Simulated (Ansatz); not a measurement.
The same path of a periodic cell of 17 atoms, LiBe₁₆ (host Be, host structure hcp, interstitial Li) was run twice with different band settings. Lost on the way: Be7–Li17, Be11–Li17. Made: Be2–Li17, Be6–Li17.

Computed with DFT PBE, scalar-relativistic, plane waves, PAW (Ansatz). Settings: cutoff 420 eV, k mesh 4x4x3, gaussian smearing 0.1 eV, no spin polarisation.

Relaxed end points:

```xyz
17
Lattice="-2.2900 -3.9664 0.0000 3.4350 -1.9832 0.0000 0.0000 0.0000 7.1769" Properties=species:S:1:pos:R:3
Be -0.017 -3.911 -0.010
Be -0.144 -2.616 1.745
Be -0.019 -3.912 3.505
Be -0.313 -2.858 5.337
Be -1.229 -1.999 -0.013
Be 2.083 -2.612 1.742
Be -1.228 -1.997 3.501
Be 3.382 -2.953 5.327
Be 0.887 -1.862 -0.020
Be 0.980 -0.608 1.745
Be 0.888 -1.862 3.509
Be 1.761 -0.894 5.338
Be -0.287 0.077 -0.028
Be 1.022 -4.622 1.744
Be -0.287 0.076 3.509
Be 1.270 -4.868 5.328
Li 1.549 -2.884 5.333
```

```xyz
17
Lattice="-2.2900 -3.9664 0.0000 3.4350 -1.9832 0.0000 0.0000 0.0000 7.1769" Properties=species:S:1:pos:R:3
Be -0.269 -3.978 -0.056
Be 0.030 -2.723 1.778
Be 0.068 -4.068 3.537
Be 0.031 -2.721 5.294
Be -1.171 -2.359 -0.046
Be 2.526 -2.805 1.772
Be -1.046 -2.091 3.538
Be 2.526 -2.804 5.302
Be 0.334 -1.191 -0.057
Be 1.356 -0.868 1.764
Be 1.278 -2.143 3.535
Be 1.356 -0.870 5.301
Be -0.506 0.419 -0.047
Be 1.203 -4.611 1.782
Be 0.130 -0.114 3.537
Be 1.204 -4.613 5.297
Li 1.310 -2.744 7.125
```

Common settings: climbing image yes; force threshold 0.05 eV/Å; end points relaxed.

| run | movable images | spring | optimiser | start path | iteration limit |
| --- | --- | --- | --- | --- | --- |
| 1 | 7 | 5.0 eV/Å² | quadratic models (default) | IDPP | 20 |
| 2 | 3 | 0.1 eV/Å² | fire | default | 50 |

Question: What does each run give, and how far can it be trusted?

Answer: Run 1: converged after 12 iterations, highest image 0.604 eV above the first end. The order of the stationary point at the top wasn't checked.
Run 2: converged after 43 iterations, highest image 0.608 eV above the first end. The order of the stationary point at the top wasn't checked.
Limits of this set-up: coarse k mesh.
